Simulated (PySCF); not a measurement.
**Heteronuclear NMR**

Molfile (atoms numbered from 1):
```
C5H8P2Si
     RDKit          3D

 16 16  0  0  0  0  0  0  0  0999 V2000
   -2.3379   -1.4676   -0.2192 C   0  0  0  0  0  0  0  0  0  0  0  0
   -1.2246   -0.4628   -0.0957 C   0  0  0  0  0  0  0  0  0  0  0  0
   -1.5646    0.8762    0.0019 C   0  0  0  0  0  0  0  0  0  0  0  0
   -0.7045    1.9481    0.1224 C   0  0  0  0  0  0  0  0  0  0  0  0
    1.0288    1.9382    0.1856 P   0  0  0  0  0  0  0  0  0  0  0  0
    1.4463    0.2550    0.0593 C   0  0  0  0  0  0  0  0  0  0  0  0
    3.3069   -0.1369    0.1347 Si  0  0  0  0  0  4  0  0  0  0  0  0
    0.3958   -1.1202   -0.0942 P   0  0  0  0  0  0  0  0  0  0  0  0
   -2.9302   -1.2733   -1.1138 H   0  0  0  0  0  0  0  0  0  0  0  0
   -3.0040   -1.4074    0.6420 H   0  0  0  0  0  0  0  0  0  0  0  0
   -1.9394   -2.4791   -0.2803 H   0  0  0  0  0  0  0  0  0  0  0  0
   -2.6272    1.1025   -0.0198 H   0  0  0  0  0  0  0  0  0  0  0  0
   -1.1485    2.9360    0.1859 H   0  0  0  0  0  0  0  0  0  0  0  0
    3.7237   -0.1969    1.5394 H   0  0  0  0  0  0  0  0  0  0  0  0
    4.0375    0.9297   -0.5518 H   0  0  0  0  0  0  0  0  0  0  0  0
    3.5342   -1.4325   -0.5078 H   0  0  0  0  0  0  0  0  0  0  0  0
  1  2  1  0
  2  3  1  0
  3  4  2  0
  4  5  1  0
  5  6  2  0
  6  7  1  0
  6  8  1  0
  8  2  2  0
  1  9  1  0
  1 10  1  0
  1 11  1  0
  3 12  1  0
  4 13  1  0
  7 14  1  0
  7 15  1  0
  7 16  1  0
M  END
```

Theoretical values (PySCF 2.14): geometry: GFN2-xTB, shieldings: GIAO PBE0/pcSseg-1. Non-relativistic Hamiltonian, isolated molecule, a single conformation, rapidly exchanging positions averaged.

(1) What are the 31P shifts?

(2) What are the 29Si shifts?

Results:

(1) 
```csv
atoms,environment,σ (ppm),δ (ppm)
P8,"phosphorus bonded to 2 C, in a 6-membered ring",23.3,250.8
P5,"phosphorus bonded to 2 C, in a 6-membered ring",35.1,241.0
```

Shieldings were converted by a linear fit to measured shifts: 31P: δ = 270.09 − 0.828σ (rms 18.1 ppm, 64 shifts vs H3PO4, solution or neat liquid). A few per cent of atoms miss by over 2 rms, more outside the fitted compound classes.

On a 400 MHz spectrometer 31P resonates near 161.9 MHz, so 1 ppm is 161.9 Hz.

(2) 
| atoms | environment | σ (ppm) | δ (ppm) |
| --- | --- | --- | --- |
| Si7 | silicon bonded to C, 3 H | 413.2 | -59.6 |

Shieldings were converted by a linear fit to measured shifts: 29Si: δ = 279.94 − 0.822σ (rms 8.9 ppm, 72 shifts, 25.8 ppm with the 6 outliers that the fit left out vs TMS, solution or neat liquid). A few per cent of atoms miss by over 2 rms, more outside the fitted compound classes.

On a 600 MHz spectrometer 29Si resonates near 119.2 MHz, so 1 ppm is 119.2 Hz.
